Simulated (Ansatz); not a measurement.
Abridged output of a molecular run in Ansatz:

```
Functional definition: HF
1687 factors; integrals over basis functions are off by at most 1.5e-3 eV
mean field evaluation 1: about -28204.5371 eV, gradient 4.6e1 eV
mean field evaluation 2: about -28204.7382 eV, gradient 4.6e1 eV
mean field evaluation 4: about -28209.8331 eV, gradient 4.0e0 eV
mean field evaluation 8: about -28209.9098 eV, gradient 3.0e-1 eV
mean field -28209.91024028 eV, -1036.6950799662 hartree, gradient 2.9e-6 eV, S^2 0.000000; 0 other end points of the search recorded, 0 dependent functions left out
13 core orbitals not correlated: weight in the atoms' cores, before any rotation towards them, 1.000 or more for the frozen orbitals, at most 0.000 for the correlated occupied ones
reference -28209.91024028 eV, -1036.6950799662 hartree; 31, 31 occupied and 118, 118 virtual orbitals, 1687 factors
second order -30.50018588 eV of doubles, -0.00000000 eV of singles
cycle   1  -30.75501797 eV  change   -2.5e-1 eV  update   1.7e-1
cycle   2  -31.50662112 eV  change   -7.5e-1 eV  update   6.2e-2
cycle   3  -31.75294735 eV  change   -2.5e-1 eV  update   3.1e-2
cycle   4  -31.75229621 eV  change    6.5e-4 eV  update   8.1e-3
cycle   5  -31.74360279 eV  change    8.7e-3 eV  update   3.3e-3
cycle   6  -31.74385697 eV  change   -2.5e-4 eV  update   1.3e-3
cycle   7  -31.74386616 eV  change   -9.2e-6 eV  update   5.2e-4
cycle   8  -31.74378161 eV  change    8.5e-5 eV  update   2.1e-4
cycle   9  -31.74388607 eV  change   -1.0e-4 eV  update   6.0e-5
cycle  10  -31.74391224 eV  change   -2.6e-5 eV  update   2.8e-5
perturbative correction -0.95943403 eV, -0.0352585504 hartree
Total energy: -28242.61358655 eV, -1037.8969057747 hartree
```

Its atoms:

Cartesian coordinates in Å:
```
C -1.240 -0.685 0.262
N -0.083 0.174 0.115
C -0.312 1.534 0.540
Hf 1.544 -0.669 -0.648
F 2.895 0.655 -0.581
Cl 2.052 -2.559 0.660
I 0.927 -1.382 -3.212
H -1.556 -0.750 1.311
H -2.082 -0.321 -0.338
H -1.020 -1.706 -0.074
H -1.115 1.999 -0.045
H -0.601 1.574 1.598
H 0.591 2.135 0.413
```

Q: Which basis set was used?
A. def2-SVP
B. def2-SVPD
C. cc-pV(Q+d)Z
D. cc-pV(T+d)Z

A: A. It gives 162 functions.

Q: Write the keys of the input that set method, charge and spin (a neutral closed shell needs none for the last two).

A: 
```yaml
correlation: {method: ccsd_t}
```
